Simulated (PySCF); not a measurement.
HClO, charge +1, doublet, at a GFN2-xTB geometry (a state made from the parent by changing its charge; the spin is typed, not shown lowest); TPSS/STO-3G in PySCF.

Here is a job for PySCF.
```python
from pyscf import gto, scf, dft

mol = gto.Mole()
mol.atom = '''
    O    -0.04383216    1.02148558    0.01469068
    H    -0.96672120    1.40203158    0.00503415
    Cl    0.07749285   -0.56317154   -0.00720939
'''
mol.basis = 'sto-3g'
mol.charge = 1
mol.spin = 1
mol.verbose = 4
mol.symmetry = True
mol.build()

mf = dft.UKS(mol)
mf.xc = 'tpss'
mf.irrep_nelec = {"A'": (9, 10), 'A"': (4, 2)}
mf.kernel()
mf.analyze()
```

It wrote (shortened):

```
PySCF version 2.14.0

[INPUT] verbose = 4
[INPUT] num. atoms = 3
[INPUT] num. electrons = 25
[INPUT] charge = 1
[INPUT] spin (= nelec alpha-beta = 2S) = 1
[INPUT] symmetry True subgroup None
[INPUT] Mole.unit = angstrom
[INPUT] Symbol           X                Y                Z      unit          X                Y                Z       unit  Magmom
[INPUT]  1 O     -0.043832160000   1.021485580000   0.014690680000 AA   -0.082830777848   1.930327986392   0.027761361784 Bohr   0.0
[INPUT]  2 H     -0.966721200000   1.402031580000   0.005034150000 AA   -1.826838306811   2.649455704191   0.009513164770 Bohr   0.0
[INPUT]  3 Cl     0.077492850000  -0.563171540000  -0.007209390000 AA    0.146440263112  -1.064239971750  -0.013623772625 Bohr   0.0

nuclear repulsion = 53.5616686982253
point group symmetry = Cs
symmetry origin: [-2.18045322e-09  2.90727101e-09 -2.90727096e-09]
symmetry axis x: [0.98681859 0.16072344 0.01889542]
symmetry axis y: [ 0.16096796 -0.98688406 -0.01221341]
symmetry axis z: [-0.01668461 -0.01509398  0.99974687]
num. orbitals of irrep A' = 12
num. orbitals of irrep A" = 3
number of shells = 9
number of NR pGTOs = 45
number of NR cGTOs = 15
basis = sto-3g
ecp = {}

******** <class 'pyscf.dft.uks_symm.SymAdaptedUKS'> ********
method = SymAdaptedUKS
initial guess = minao
damping factor = 0
level_shift factor = 0
DIIS = <class 'pyscf.scf.diis.CDIIS'>
diis_start_cycle = 1
diis_space = 8
diis_damp = 0
SCF conv_tol = 1e-09
SCF conv_tol_grad = None
SCF max_cycles = 50
direct_scf = True
direct_scf_tol = 1e-13
number electrons alpha = 13  beta = 12
irrep_nelec {"A'": (9, 10), 'A"': (4, 2)}
XC library pyscf.dft.libxc version 7.1.2
    S. Lehtola, C. Steigemann, M. J. T. Oliveira, and M. A. L. Marques,  SoftwareX 7, 1–5 (2018)
XC functionals = tpss
    J. Tao, J. P. Perdew, V. N. Staroverov, and G. E. Scuseria,  Phys. Rev. Lett. 91, 146401 (2003)
    J. P. Perdew, J. Tao, V. N. Staroverov, and G. E. Scuseria,  J. Chem. Phys. 120, 6898 (2004)
    J. Tao, J. P. Perdew, V. N. Staroverov, and G. E. Scuseria,  Phys. Rev. Lett. 91, 146401 (2003)
    J. P. Perdew, J. Tao, V. N. Staroverov, and G. E. Scuseria,  J. Chem. Phys. 120, 6898 (2004)
radial grids:
    Treutler-Ahlrichs [JCP 102, 346 (1995); DOI:10.1063/1.469408] (M4) radial grids

becke partition: Becke, JCP 88, 2547 (1988); DOI:10.1063/1.454033
pruning grids: <function nwchem_prune>
grids dens level: 3
symmetrized grids: True
atomic radii adjust function: <function treutler_atomic_radii_adjust>
small_rho_cutoff = 0
Traceback (most recent call last):
  File "input.py", line 19, in <module>
  File "<string>", line 2, in kernel
  File "site-packages/pyscf/scf/hf.py", line 2090, in scf
  File "site-packages/pyscf/scf/uhf_symm.py", line 332, in build
  File "site-packages/pyscf/scf/hf_symm.py", line 255, in check_irrep_nelec
ValueError: More electrons than orbitals for irrep A" nelec = 4 + 2, norb = 3
```

The input was rejected before any calculation.
